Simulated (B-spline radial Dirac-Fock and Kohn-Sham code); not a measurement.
X-ray scattering factor of Pb³⁹⁺

System: lead as Pb³⁹⁺, [Kr] 4d7.

Model: relativistic Hartree-Fock (Dirac-Fock) wave functions, averaged over the configuration. Program: a B-spline atomic structure program. f₀ is the Fourier transform of the spherical electron density, S the Waller-Hartree incoherent function, and s = sin θ/λ. The electron scattering factor follows from the Mott-Bethe formula f_e = 0.023934 Å⁻¹·(Z − f₀)/s².

```csv
s (Å⁻¹),f₀,S,f_e (Å)
0,43.000,0.000,–
0.05,42.946,0.046,373.888
0.1,42.784,0.182,93.859
0.15,42.517,0.406,41.999
0.2,42.148,0.713,23.845
0.25,41.682,1.098,15.440
0.3,41.123,1.553,10.871
0.35,40.478,2.072,8.112
0.4,39.756,2.645,6.319
0.45,38.964,3.263,5.087
0.5,38.110,3.918,4.202
0.6,36.256,5.304,3.041
0.7,34.268,6.743,2.331
0.8,32.218,8.187,1.862
0.9,30.171,9.603,1.531
1,28.183,10.973,1.288
1.1,26.299,12.287,1.102
1.2,24.550,13.544,0.955
1.4,21.521,15.893,0.739
1.6,19.121,18.036,0.588
1.8,17.257,19.972,0.478
2,15.785,21.700,0.396
2.5,12.978,25.187,0.264
3,10.610,27.819,0.190
3.5,8.566,29.945,0.143
4,7.008,31.718,0.112
5,5.261,34.471,0.073
6,4.442,36.465,0.052
```

f₀ starts at the number of electrons, 43, and has fallen to half at s ≈ 1.40 Å⁻¹. The sum of ⟨r²⟩ over the electrons is 2.937 bohr². For an ion f_e diverges as s goes to zero, because of the net charge.

Values without a named source are computed, but for edge energies of neutral atoms, which are taken from tables.
